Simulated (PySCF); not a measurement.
NMR parameters of GaCl3

GaCl3, Cl3Ga, point group D3h.

Geometry:
```csv
atom,x (Å),y (Å),z (Å)
Ga1,-0.003,-0.001,0.002
Cl2,2.118,-0.032,0.014
Cl3,-1.026,1.858,-0.025
Cl4,-1.088,-1.825,0.008
```

GIAO calculations in PySCF 2.14.0 with density-fitted response routines on the PBE0-D3(BJ)/def2-SVP structure: isolated species, non-relativistic, equivalent atoms averaged; basis pcSseg-1 (pcSseg-2 on Ga).

(1) Give the isotropic shieldings (ppm) with B3LYP, PBE, PBE0.

(2) And the chemical shifts, against references computed in the same way?

(3) Which part of the shielding of Ga1 depends on the functional?

## Answers

(1) 
```tsv
atoms	environment	B3LYP	PBE	PBE0
Ga1	Ga bonded to 3 Cl	1372	1341	1406
Cl2/Cl3/Cl4	chlorine bonded to Ga	819	787	851
HOMO–LUMO gap (eV)	–	6.80	5.03	7.42
```

(2) 
```tsv
atoms	nucleus, reference	B3LYP	PBE	PBE0
Ga1	71Ga, [Ga(H2O)6]3+	427	406	411
Cl2/Cl3/Cl4	35Cl, HCl	111	147	92
```

(3) Diamagnetic: B3LYP 2643, PBE 2644, PBE0 2643 ppm; paramagnetic: B3LYP -1271, PBE -1303, PBE0 -1238 ppm. The diamagnetic part, set mainly by inner electrons, hardly moves; the paramagnetic part goes with low-lying magnetically allowed excitations and carries the spread.

Relativistic effects, spin–orbit coupling among them, are left out; they matter for Ga and for the light atoms bonded to it.
